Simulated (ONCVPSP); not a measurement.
**Cutoff test, iodine (I), ONCV**

- Element: iodine
- Generator: ONCVPSP 4.0.1
- Type: optimised norm-conserving Vanderbilt (ONCV)
- Functional: LDA (Perdew-Wang 92)
- Relativity: scalar-relativistic
- Frozen core: [Ar] 3d10
- Valence charge: 25
- Reference configuration: 4s2 4p6 4d10 5s2 5p5
- Partial waves: 4s+5s: rc 1.15 bohr, ncon 4, nbas 9, qcut 12.5 1/bohr, 2 projectors; 4p+5p: rc 1.35 bohr, ncon 3, nbas 7, qcut 9.2 1/bohr, 2 projectors; 4d: rc 0.90 bohr, ncon 5, nbas 10, qcut 11.6 1/bohr, local
- Local potential: the d channel
- Core correction: none

Problem. For each optimised wave give the share of its norm inside rc, the residual kinetic energy above qcut (Ha) and the cutoffs (Ha) for errors of 10, 1, 0.1 and 0.01 mHa per electron.

Solution.

```tsv
wave	norm inside rc	residual KE	10 mHa	1 mHa	0.1 mHa	0.01 mHa
4s	0.938	1.8e-07	43.4	53.7	61.6	68.4
5s	0.082	3.0e-07	39.5	51.6	60.9	68.7
4p	0.962	6.5e-07	24.1	29.9	34.4	38.1
5p	0.074	1.0e-06	19.6	25.7	30.7	34.6
4d	0.527	1.8e-04	46.8	58.8	71.5	390.0
```

The occupied waves need 59 Ha and 71 Ha for 1 and 0.1 mHa.
